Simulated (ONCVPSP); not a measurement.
# K (Z = 19) ONCV: all-electron and pseudo phase curves

K (Z = 19), optimised norm-conserving Vanderbilt (ONCV), made with ONCVPSP 4.0.1 (PBEsol, scalar-relativistic). Core [Ne], reference 3s2 3p6 4s1. Waves: 3s+4s: rc 2.30 bohr, ncon 3, nbas 7, qcut 6.4 1/bohr, 2 projectors; 3p: rc 2.15 bohr, ncon 4, nbas 8, qcut 6.7 1/bohr, 1 projector; d scattering state at 0.21 Ha: rc 2.20 bohr, ncon 3, nbas 8, qcut 4.4 1/bohr, 2 projectors, debl 0.5 Ha. Local part: polynomial inside 1.95 bohr (lpopt 1, dvloc0 0 Ha). Core correction: Teter function, fcfact 2, rcfact 1.2.

The phase is arctan(r·R′/R) of the radial function R(r), unwrapped; energies in Ha, scanned from -3 to 5 Ha. A pole is an energy at which the radial function vanishes at the test radius. The pseudo phase is shifted by a multiple of π to meet the all-electron one at the reference energy, and phase errors are pseudo minus all-electron; the curves can meet again beyond the range given. Levels narrower than the energy grid can be missing from the lists of poles.

| channel | radius (bohr) | reference energy (Ha) | poles, all-electron | poles, pseudo | unbroken range about the reference energy with phases within 0.05 rad | phase error 1 Ha above the reference energy (rad) |
| --- | --- | --- | --- | --- | --- | --- |
| s | 2.34 | -0.08 | -1.16, 2.79 | -1.16, 2.71 | below 3.9 | -0.002 |
| p | 2.18 | -0.69 | -0.37, 3.98 | -0.37, 4.13 | below 0.9 | +0.008 |
| d | 2.23 | 0.21 | 0.65, 4.05 | 0.65, 4.48 | below 4.6 | +0.001 |

Phases in the p channel:

```json
{"E (Ha)": "-2.98", "all-electron": "1.310", "pseudo": "1.310"}
{"E (Ha)": "-2.54", "all-electron": "1.272", "pseudo": "1.273"}
{"E (Ha)": "-2.10", "all-electron": "1.211", "pseudo": "1.212"}
{"E (Ha)": "-1.66", "all-electron": "1.089", "pseudo": "1.090"}
{"E (Ha)": "-1.22", "all-electron": "0.672", "pseudo": "0.676"}
{"E (Ha)": "-0.78", "all-electron": "-1.058", "pseudo": "-1.058"}
{"E (Ha)": "-0.34", "all-electron": "-1.589", "pseudo": "-1.588"}
{"E (Ha)": "0.10", "all-electron": "-1.788", "pseudo": "-1.783"}
{"E (Ha)": "0.54", "all-electron": "-2.007", "pseudo": "-1.992"}
{"E (Ha)": "0.98", "all-electron": "-2.515", "pseudo": "-2.447"}
{"E (Ha)": "1.42", "all-electron": "-3.677", "pseudo": "-3.559"}
{"E (Ha)": "1.86", "all-electron": "-4.265", "pseudo": "-4.219"}
{"E (Ha)": "2.30", "all-electron": "-4.469", "pseudo": "-4.445"}
{"E (Ha)": "2.74", "all-electron": "-4.570", "pseudo": "-4.553"}
{"E (Ha)": "3.18", "all-electron": "-4.633", "pseudo": "-4.620"}
{"E (Ha)": "3.62", "all-electron": "-4.680", "pseudo": "-4.668"}
{"E (Ha)": "4.06", "all-electron": "-4.720", "pseudo": "-4.707"}
{"E (Ha)": "4.50", "all-electron": "-4.758", "pseudo": "-4.743"}
{"E (Ha)": "4.94", "all-electron": "-4.800", "pseudo": "-4.782"}
```
